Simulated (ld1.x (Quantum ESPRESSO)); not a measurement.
**Transferability test, ultrasoft potential for I (Z = 53)**

ld1.x (Quantum ESPRESSO) 7.5 input, shortened:

```
&input
   title='I', zed=53., rel=1, dft='PZ', iswitch=3,
   config='[Kr] 4d10 5s2 5p5'
 /
 &inputp
   pseudotype=3, tm=.true., lloc=-1, rcloc=1.50,
   nlcc=.true., new_core_ps=.true.
 /
6
5S  1  0   2.00   0.00  1.15  1.60  0.0
5S  1  0   0.00  -0.90  1.15  1.60  0.0
5P  2  1   5.00   0.00  1.55  2.15  0.0
5P  2  1   0.00  -0.15  1.55  2.15  0.0
4D  3  2  10.00   0.00  1.45  1.75  0.0
4D  3  2   0.00  -1.80  1.45  1.75  0.0
 &test
   configts(1)='4d10 5s2 5p5'
 /
```

Energies are relative to the spin-unpolarised reference configuration 4d10 5s2 5p5; without spin polarisation the order of configurations can differ from experiment. Spin-polarised rows fill each open shell by Hund’s rule, majority spin first.

```tsv
valence configuration	charge	ΔE all-electron (eV)	error AE − PS (meV)
4d10 5s2 5p4	+1	11.305	-3.8
4d10 5s2 5p3	+2	31.369	-12
4d10 5s1 5p6	0	10.512	-75
4d10 5s2 5p5.3	-0.3	-1.829	+0.4
4d10 5s2 5p4.5	+0.5	4.615	-1.4
4d10 5s2 5p5 (spin-polarised)	0	-0.121	-0.3
4d10 5s2 5p4 (spin-polarised)	+1	10.743	-5.5
```

Question: What are ΔE and the potential's error for 4d10 5s1 5p5?

Answer: ΔE = 22.374 eV all-electron; the error (AE − PS) is -78 meV.

Question: What are ΔE and the potential's error for 4d10 5s2 5p2?

Answer: ΔE = 60.983 eV all-electron; the error (AE − PS) is -28 meV.

Levels in the configuration 4d10 5s2 5p5.3:

```json
{"level": "4d", "all-electron (eV)": "-47.760", "pseudo (eV)": "-47.762"}
{"level": "5s", "all-electron (eV)": "-15.226", "pseudo (eV)": "-15.228"}
{"level": "5p", "all-electron (eV)": "-4.974", "pseudo (eV)": "-4.973"}
```

A Bessel basis up to 400 Ry misses an occupied level by 0.32 Ry, so cutoffs were not judged. Note: ghost state, extra bound levels that the all-electron valence spectrum of the same l lacks: s at -69.9 eV (other channels not judged).
